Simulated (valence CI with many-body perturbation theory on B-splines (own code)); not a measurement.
E1 line list for Fe11+

Level of theory: relativistic CI+MBPT: five valence electrons over a frozen Dirac-Fock core [Ne], a basis of 9 s, 9 p, 8 d, 6 f, 3 g, 1 h functions for each j, with the one-electron correlation potential Σ1, the two-electron term Σ2, the three-electron term Σ3, Breit, model QED; selected CI, second order for the rest, scaled by the run's own slope (own B-spline code, finite nucleus).

No measured levels were compared; by estimate levels of excited configurations hold to 0.05 to 0.15 % of their energy, terms of the ground configuration to about 0.5 %. Among the levels kept, up to 650 cm⁻¹ of a level comes from second order outside the variational space, and about a tenth of that is noise between levels of different J, which matters for small intervals.

Lines 101 to 150 of 173 in falling wavelength, among levels below 653380 cm⁻¹, chosen from the strongest by gf and those to the six lowest levels. Wavelengths and rates use the calculated energies, so an error of 200 cm⁻¹ moves a line at 234.2 Å by 0.047 % and its rate by three times that or more. Electric multipoles are in the length gauge, E1 and E2 with the static RPA response of the core. Weak lines are less certain than strong ones. Lines between different terms over intervals too small for the method are left out, as are lines whose strength nearly cancels.

Names give the largest LS component (configuration and term), which can be under half, so a name can repeat, a term be missing and a line seem to break the LS rules; names also repeat where a configuration has a term twice. Letters in brackets count levels of one name in rising energy.

| λ vac (Å) | Upper | Lower | A (s⁻¹) | S (a.u.) |
| --- | --- | --- | --- | --- |
| 234.2 | 3s²3p²3d ⁴F_3/2 | 3s²3p³ ⁴S°_3/2 | 1.79e+07 | 4.53e-04 |
| 233.7 | 3s²3p²3d ²P_3/2 [b] | 3s²3p³ ²P°_1/2 | 1.26e+09 | 3.17e-02 |
| 232.2 | 3s²3p²3d ⁴F_5/2 | 3s²3p³ ⁴S°_3/2 | 3.48e+07 | 1.29e-03 |
| 231.5 | 3s²3p²3d ⁴P_5/2 | 3s²3p³ ²P°_3/2 | 7.46e+06 | 2.74e-04 |
| 230.7 | 3s²3p²3d ²P_1/2 [a] | 3s²3p³ ²P°_3/2 | 1.33e+10 | 1.61e-01 |
| 229.3 | 3s²3p²3d ⁴P_3/2 | 3s²3p³ ²P°_3/2 | 1.21e+08 | 2.88e-03 |
| 227.7 | 3s²3p²3d ⁴P_1/2 | 3s²3p³ ²P°_3/2 | 7.96e+08 | 9.28e-03 |
| 227.3 | 3s²3p²3d ²P_1/2 [a] | 3s²3p³ ²P°_1/2 | 6.73e+09 | 7.80e-02 |
| 226.0 | 3s²3p²3d ⁴P_3/2 | 3s²3p³ ²P°_1/2 | 1.17e+05 | 2.66e-06 |
| 225.8 | 3s²3p²3d ²F_5/2 [a] | 3s²3p³ ⁴S°_3/2 | 9.79e+07 | 3.34e-03 |
| 224.4 | 3s²3p²3d ⁴P_1/2 | 3s²3p³ ²P°_1/2 | 6.03e+08 | 6.73e-03 |
| 224.3 | 3s²3p²3d ²D_3/2 [a] | 3s²3p³ ²P°_3/2 | 2.78e+08 | 6.19e-03 |
| 223.5 | 3s²3p²3d ⁴D_1/2 | 3s²3p³ ⁴S°_3/2 | 7.36e+07 | 8.11e-04 |
| 223.1 | 3s²3p²3d ²G_7/2 | 3s²3p³ ²D°_5/2 | 2.73e+08 | 1.20e-02 |
| 223.0 | 3s²3p²3d ⁴D_3/2 | 3s²3p³ ⁴S°_3/2 | 3.09e+08 | 6.77e-03 |
| 221.2 | 3s²3p²3d ²D_3/2 [a] | 3s²3p³ ²P°_1/2 | 3.60e+04 | 7.69e-07 |
| 220.9 | 3s²3p²3d ⁴D_5/2 | 3s²3p³ ⁴S°_3/2 | 3.66e+08 | 1.17e-02 |
| 219.3 | 3s²3p²3d ²P_3/2 [b] | 3s²3p³ ²D°_5/2 | 4.40e+10 | 9.17e-01 |
| 219.0 | 3s²3p²3d ²D_5/2 [a] | 3s²3p³ ²P°_3/2 | 2.10e+09 | 6.55e-02 |
| 217.1 | 3s²3p²3d ²P_3/2 [b] | 3s²3p³ ²D°_3/2 | 1.80e+10 | 3.63e-01 |
| 214.4 | 3s²3p²3d ⁴P_5/2 | 3s²3p³ ²D°_5/2 | 1.35e+09 | 3.94e-02 |
| 212.5 | 3s²3p²3d ⁴P_3/2 | 3s²3p³ ²D°_5/2 | 2.46e+08 | 4.65e-03 |
| 212.3 | 3s²3p²3d ⁴P_5/2 | 3s²3p³ ²D°_3/2 | 4.15e+08 | 1.18e-02 |
| 211.6 | 3s²3p²3d ²P_1/2 [a] | 3s²3p³ ²D°_3/2 | 4.05e+10 | 3.79e-01 |
| 211.1 | 3s²3p²3d ²D_3/2 [b] | 3s²3p³ ²P°_3/2 | 3.10e+08 | 5.76e-03 |
| 210.8 | 3s²3p²3d ²D_5/2 [b] | 3s²3p³ ²P°_3/2 | 4.07e+09 | 1.13e-01 |
| 210.4 | 3s²3p²3d ⁴P_3/2 | 3s²3p³ ²D°_3/2 | 3.80e+08 | 7.00e-03 |
| 209.1 | 3s²3p²3d ⁴P_1/2 | 3s²3p³ ²D°_3/2 | 5.29e+09 | 4.77e-02 |
| 208.3 | 3s²3p²3d ²D_3/2 [b] | 3s²3p³ ²P°_1/2 | 5.67e+09 | 1.01e-01 |
| 208.2 | 3s²3p²3d ²D_3/2 [a] | 3s²3p³ ²D°_5/2 | 5.78e+09 | 1.03e-01 |
| 206.3 | 3s²3p²3d ²D_3/2 [a] | 3s²3p³ ²D°_3/2 | 7.66e+09 | 1.33e-01 |
| 204.3 | 3s²3p²3d ²P_1/2 [b] | 3s²3p³ ²P°_3/2 | 3.77e+09 | 3.18e-02 |
| 203.6 | 3s²3p²3d ²D_5/2 [a] | 3s²3p³ ²D°_5/2 | 2.86e+10 | 7.15e-01 |
| 201.8 | 3s²3p²3d ²D_5/2 [a] | 3s²3p³ ²D°_3/2 | 8.99e+08 | 2.19e-02 |
| 201.6 | 3s²3p²3d ²P_1/2 [b] | 3s²3p³ ²P°_1/2 | 6.22e+10 | 5.03e-01 |
| 201.4 | 3s²3p²3d ²F_5/2 [b] | 3s²3p³ ²P°_3/2 | 1.78e+08 | 4.32e-03 |
| 201.0 | 3s²3p²3d ²P_3/2 [c] | 3s²3p³ ²P°_3/2 | 5.11e+10 | 8.19e-01 |
| 200.2 | 3s²3p²3d ²S_1/2 | 3s²3p³ ²P°_3/2 | 5.82e+10 | 4.61e-01 |
| 199.1 | 3s²3p²3d ²P_3/2 [b] | 3s²3p³ ⁴S°_3/2 | 1.06e+08 | 1.66e-03 |
| 198.5 | 3s²3p²3d ²P_3/2 [c] | 3s²3p³ ²P°_1/2 | 1.78e+10 | 2.75e-01 |
| 197.7 | 3s²3p²3d ²S_1/2 | 3s²3p³ ²P°_1/2 | 3.40e+09 | 2.59e-02 |
| 196.8 | 3s²3p²3d ²D_3/2 [b] | 3s²3p³ ²D°_5/2 | 9.47e+09 | 1.42e-01 |
| 196.5 | 3s²3p²3d ²D_5/2 [b] | 3s²3p³ ²D°_5/2 | 4.05e+10 | 9.10e-01 |
| 195.0 | 3s²3p²3d ²D_3/2 [b] | 3s²3p³ ²D°_3/2 | 5.72e+10 | 8.38e-01 |
| 195.0 | 3s²3p²3d ⁴P_5/2 | 3s²3p³ ⁴S°_3/2 | 8.35e+10 | 1.83e+00 |
| 194.8 | 3s²3p²3d ²D_5/2 [b] | 3s²3p³ ²D°_3/2 | 2.68e+09 | 5.86e-02 |
| 194.4 | 3s²3p²3d ²P_1/2 [a] | 3s²3p³ ⁴S°_3/2 | 6.99e+09 | 5.07e-02 |
| 193.4 | 3s²3p²3d ⁴P_3/2 | 3s²3p³ ⁴S°_3/2 | 8.53e+10 | 1.22e+00 |
| 192.3 | 3s²3p²3d ⁴P_1/2 | 3s²3p³ ⁴S°_3/2 | 8.33e+10 | 5.85e-01 |
| 190.9 | 3s²3p²3d ²D_5/2 [c] | 3s²3p³ ²P°_3/2 | 9.00e+10 | 1.86e+00 |
